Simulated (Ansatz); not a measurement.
`C[B](F)[GeH2][Cl]` at its PBE0-D4/def2-TZVP geometry, where that method's forces vanish. Charge 0, multiplicity 1.

```
atom    x (Å)    y (Å)    z (Å)
  C1   0.1857  -0.8962  -1.3025
  B2   0.1484  -0.7722   0.2401
  F3   0.3438  -1.8310   1.0152
 Ge4  -0.2077   1.0331   1.2357
 Cl5  -0.5161   2.5534  -0.2871
  H6   0.3982  -1.9076  -1.6535
  H7  -0.7693  -0.5583  -1.7219
  H8   0.9270  -0.2019  -1.7142
  H9  -1.4808   1.0467   2.0994
 H10   0.9709   1.5339   2.0887
```

Problem. For each bond, give half the difference of the two atoms' forces along it (eV/Å; positive pushes the atoms apart) under PBE-D4, r2SCAN-D4, B3LYP-D4, ωB97M-V in def2-TZVPP. (Best estimate.)

Solution. Computed: 
| bond | length (Å) | PBE-D4 | r2SCAN-D4 | B3LYP-D4 | ωB97M-V |
| --- | --- | --- | --- | --- | --- |
| C1–B2 | 1.548 | -0.15 | -0.05 | 0.00 | 0.04 |
| C1–H6 | 1.091 | 0.12 | -0.01 | -0.03 | -0.06 |
| C1–H7 | 1.096 | 0.13 | -0.01 | -0.04 | -0.06 |
| C1–H8 | 1.096 | 0.13 | -0.01 | -0.04 | -0.06 |
| B2–F3 | 1.327 | 0.49 | 0.18 | 0.15 | 0.21 |
| B2–Ge4 | 2.092 | -0.18 | -0.05 | -0.03 | -0.07 |
| Ge4–Cl5 | 2.174 | 0.23 | 0.06 | 0.29 | 0.10 |
| Ge4–H9 | 1.538 | 0.10 | -0.03 | -0.04 | -0.10 |
| Ge4–H10 | 1.539 | 0.10 | -0.03 | -0.04 | -0.10 |

B3LYP here is the variant with VWN-RPA as its local correlation; programs differ in this.
